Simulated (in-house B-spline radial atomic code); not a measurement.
Successive ionisation energies of tellurium; each step leads to the configuration of the next row (after the last: [He] 2s2 2p3). Dirac energy differences include first-order Breit, QED and recoil terms. NIST's values go from ground level to ground level; the uncertainty of those that are theory runs from under 0.1 % in few-electron ions to several per cent in heavy many-electron ones. Computed with a B-spline radial code for spherical atoms: Dirac-Hartree-Fock, average of the configuration, finite nuclei.

| ion | configuration | ionisation energy (eV) | tabulated value (eV) | tabulated kind | computed minus tabulated (eV) | highest orbital | largest mean radius (bohr) |
| --- | --- | --- | --- | --- | --- | --- | --- |
| Te26+ | [Ar] 3d8 | 1464.2 | 1455 | tabulated theory | 9 | 3d5/2 | 0.31119 |
| Te27+ | [Ar] 3d7 | 1544.2 | 1538 | tabulated theory | 6 | 3d5/2 | 0.30896 |
| Te28+ | [Ar] 3d6 | 1625.8 | 1618 | tabulated theory | 8 | 3d5/2 | 0.30673 |
| Te29+ | [Ar] 3d5 | 1708.9 | 1707 | tabulated theory | 2 | 3d5/2 | 0.30453 |
| Te30+ | [Ar] 3d4 | 1793.7 | 1803 | tabulated theory | -9 | 3d5/2 | 0.30233 |
| Te31+ | [Ar] 3d3 | 1880.0 | 1889 | tabulated theory | -9 | 3d5/2 | 0.30015 |
| Te32+ | [Ar] 3d2 | 1967.8 | 1979 | tabulated theory | -11 | 3d5/2 | 0.29799 |
| Te33+ | [Ar] 3d1 | 2057.2 | 2066 | tabulated theory | -9 | 3d5/2 | 0.29585 |
| Te34+ | [Ne] 3s2 3p6 | 2330.7 | 2309 | tabulated theory | 22 | 3p3/2 | 0.29372 |
| Te35+ | [Ne] 3s2 3p5 | 2411.0 | 2386 | tabulated theory | 25 | 3p3/2 | 0.29207 |
| Te36+ | [Ne] 3s2 3p4 | 2492.3 | 2472 | tabulated theory | 20 | 3p3/2 | 0.29043 |
| Te37+ | [Ne] 3s2 3p3 | 2574.4 | 2552 | tabulated theory | 22 | 3p3/2 | 0.28881 |
| Te38+ | [Ne] 3s2 3p2 | ? | ? | tabulated theory | ? | ? | ? |
| Te39+ | [Ne] 3s2 3p1 | ? | ? | tabulated theory | ? | ? | ? |
| Te40+ | [Ne] 3s2 | 2953.8 | 2954 | tabulated theory | 0 | 3s1/2 | 0.28406 |
| Te41+ | [Ne] 3s1 | 3039.8 | 3041 | semi-empirical | -1 | 3s1/2 | 0.2823 |
| Te42+ | [He] 2s2 2p6 | 7116.7 | 7022 | tabulated theory | 95 | 2p3/2 | 0.11688 |
| Te43+ | [He] 2s2 2p5 | ? | ? | tabulated theory | ? | ? | ? |
| Te44+ | [He] 2s2 2p4 | 7578.6 | 7485 | tabulated theory | 94 | 2p3/2 | 0.11545 |

Q: Fill in the row of Te38+.

A: ionisation energy (eV): 2657.5; tabulated value (eV): 2700; computed minus tabulated (eV): -43; highest orbital: 3p3/2; largest mean radius (bohr): 0.28721.

Q: Fill in the row of Te39+.

A: ionisation energy (eV): 2741.4; tabulated value (eV): 2788; computed minus tabulated (eV): -47; highest orbital: 3p3/2; largest mean radius (bohr): 0.28563.

Q: Fill in the row of Te43+.

A: ionisation energy (eV): 7346.1; tabulated value (eV): 7243; computed minus tabulated (eV): 103; highest orbital: 2p3/2; largest mean radius (bohr): 0.11616.

Q: Where is the largest jump?

A: From Te41+ to Te42+, by a factor of 2.34 (3039.8 to 7116.7 eV); the highest orbital goes from 3s1/2 to 2p3/2.

Where a p, d or f electron is removed, the computed value is a mean over both j, so it misses the tabulated one by a part of the spin-orbit splitting; averaging over terms and missing correlation add to the gap, relatively most at low charge.
